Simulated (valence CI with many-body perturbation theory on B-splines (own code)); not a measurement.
**V¹⁶⁺: calculated level list**

Calculated by configuration interaction combined with many-body perturbation theory (CI+MBPT): five valence electrons over a frozen Dirac-Fock core [He], radial functions for each j: 11 s, 11 p, 10 d, 8 f, 5 g, 2 h, with the one-electron correlation potential Σ1, the two-electron term Σ2, the three-electron term Σ3, Breit, model QED; selected CI, second order for the rest, scaled by the run's own slope (own B-spline code, finite nucleus).

No measured levels were compared; by estimate levels of excited configurations hold to 0.05 to 0.15 % of their energy, terms of the ground configuration to about 0.5 %. Among the levels kept, up to 5400 cm⁻¹ of a level comes from second order outside the variational space, and about a tenth of that is noise between levels of different J, which matters for small intervals.

Levels 181 to 202 of 202, with energies above the lowest level, 2s2 2p3 4S°_3/2. "Leading %" is the weight of the configuration and term that name the level; weights of strongly mixed levels are sums over their largest components and can fall short. Lifetimes count E1, E2, E3, M1 and M2 decay at the calculated energies, and are blank where another channel may lead or the interval is too uncertain; long ones can be off by a factor of two.

| No. | Configuration | Term | J | E (× 10³ cm⁻¹) | Leading % | g | Lifetime |
| --- | --- | --- | --- | --- | --- | --- | --- |
| 181 | 2s 2p3 3d | 4D° | 5/2 | 6504.8 | 72 | 1.339 | 157 fs |
| 182 | 2s 2p3 3d | 2D° | 3/2 | 6513.6 | 76 | 0.855 | 286 fs |
| 183 | 2s 2p3 3p | 2P | 3/2 | 6518.0 | 52 | 1.103 | 952 fs |
| 184 | 2s 2p3 3p | 2P | 1/2 | 6520.4 | 92 | 0.753 | 1.28 ps |
| 185 | 2s 2p3 3d | 2F° | 5/2 | 6530.5 | 89 | 0.884 | 427 fs |
| 186 | 2s 2p3 3d | 2F° | 7/2 | 6541.4 | 85 | 1.124 | 178 fs |
| 187 | 2s 2p3 3d | 2D° | 5/2 | 6547.5 | 83 | 1.153 | 184 fs |
| 188 | 2s 2p3 3p | 2D | 5/2 | 6558.7 | 89 | 1.227 | 1.22 ps |
| 189 | 2s 2p3 3p | 2P | 3/2 | 6565.2 | 62 | 1.148 | 2.02 ps |
| 190 | 2s 2p3 3p | 2P | 3/2 | 6571.9 | 76 | 1.252 | 877 fs |
| 191 | 2s 2p3 3d | 2P° | 1/2 | 6572.5 | 89 | 0.669 | 116 fs |
| 192 | 2s 2p3 3p | 2S | 1/2 | 6575.4 | 53 | 1.489 | 1.65 ps |
| 193 | 2s 2p3 3d | 2P° | 3/2 | 6592.1 | 89 | 1.303 | 104 fs |
| 194 | 2s 2p3 3p | 2P | 1/2 | 6610.3 | 60 | 1.169 | 1.47 ps |
| 195 | 2s 2p3 3d | 4D° | 5/2 | 6630.2 | 73 | 1.310 | 502 fs |
| 196 | 2s 2p3 3d | 4D° | 3/2 | 6631.1 | 58 | 1.047 | 427 fs |
| 197 | 2s 2p3 3d | 4D° | 7/2 | 6633.6 | 85 | 1.390 | 603 fs |
| 198 | 2s 2p3 3d | 4D° | 1/2 | 6636.6 | 87 | 0.073 | 277 fs |
| 199 | 2s 2p3 3d | 2D° | 3/2 | 6646.0 | 61 | 0.959 | 299 fs |
| 200 | 2s 2p3 3d | 2D° | 5/2 | 6651.4 | 75 | 1.222 | 263 fs |
| 201 | 2s 2p3 3d | 2G° | 9/2 | 6652.6 | 97 | 1.115 | 26.1 ps |
| 202 | 2s 2p3 3d | 2G° | 7/2 | 6652.9 | 86 | 0.924 | 18.6 ps |

Names give the largest LS component (configuration and term), which can be under half, so a name can repeat, a term be missing and a line seem to break the LS rules; names also repeat where a configuration has a term twice.
